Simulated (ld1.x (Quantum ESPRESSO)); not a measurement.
# Building the RRKJ potential for lanthanum (La) (PBE, scalar-relativistic).

ld1.x (Quantum ESPRESSO) 7.5 was run on this input:

```
&input
   title='La', zed=57., rel=1, dft='PBE', iswitch=3,
   config='[Xe] 4f0 5d1 6s1.75 6p0.25',
   nld=4, rlderiv=3.30, eminld=-5.0, emaxld=5.0, deld=0.02
 /
 &inputp
   pseudotype=2, tm=.false., rho0=0.001, lloc=2,
   nlcc=.false.,
   file_pseudopw='La.UPF', file_wfcaegen='ae.wfc', file_wfcncgen='nc.wfc', file_beta='beta', file_chi='chi'
 /
4
5S  1  0   2.00   0.00  2.65  2.65  0.0
5P  2  1   6.00   0.00  3.05  3.05  0.0
4F  4  3   0.00   0.00  1.80  1.80  0.0
5D  3  2   1.00   0.00  2.75  2.75  0.0
 &test
   configts(1)='4f0 5s2 5p6 5d1 6s1.75 6p0.25'
 /
```

Command:

```bash
ld1.x < La.in > La.out
```

Output (shortened: banner, matrices, multipoles, cross overlaps and the repeated all-electron block are left out):

```
[... start of the log left out ...]

     Computing logarithmic derivative in   3.28123
     Computing the partial wave expansion
     R is outside the sphere for l=    0 j= 0.00
     R is outside the sphere for l=    1 j= 0.00
       no projector for channel:   2
     R is outside the sphere for l=    3 j= 0.00

     ---------------------- Testing the pseudopotential ----------------------

     La
     scalar relativistic calculation

     atomic number is 57.00   valence charge is 11.00
     dft =PBE   lsd =0 sic =0 latt =0  beta=0.20 tr2=1.0E-14
     mesh =1253 r(mesh) = 100.17801 xmin = -7.00 dx = 0.01250

     n l     nl             e AE (Ry)        e PS (Ry)    De AE-PS (Ry)
     4 3     4F   1( 0.00)       -0.34022       -0.34022        0.00000
     1 0     5S   1( 2.00)       -2.88184       -2.80941       -0.07243  !
     2 1     5P   1( 6.00)       -1.66707       -0.25518       -1.41189  !
     3 2     5D   1( 1.00)       -0.24380       -0.00000       -0.24380  !
     2 0     6S   1( 1.75)       -0.28222       -0.08467       -0.19756  !
     3 1     6P   1( 0.25)       -0.10935       -0.00001       -0.10934  !

     eps = 5.9E-02  iter =201

     Etot =  -16986.534822 Ry,   -8493.267411 Ha, -231113.580015 eV
     Etotps =    -7.444181 Ry,      -3.722091 Ha,    -101.283243 eV

     Ekin =      -1.119231 Ry,      -0.559616 Ha,     -15.227915 eV
     Encl =      -6.271639 Ry,      -3.135820 Ha,     -85.330000 eV
     Ehrt =       0.226497 Ry,       0.113249 Ha,       3.081649 eV
     Ecxc =      -0.279808 Ry,      -0.139904 Ha,      -3.806977 eV

     ---------------------- End of pseudopotential test ----------------------
```

The run took about 2.7 s on one core of a shared server CPU.
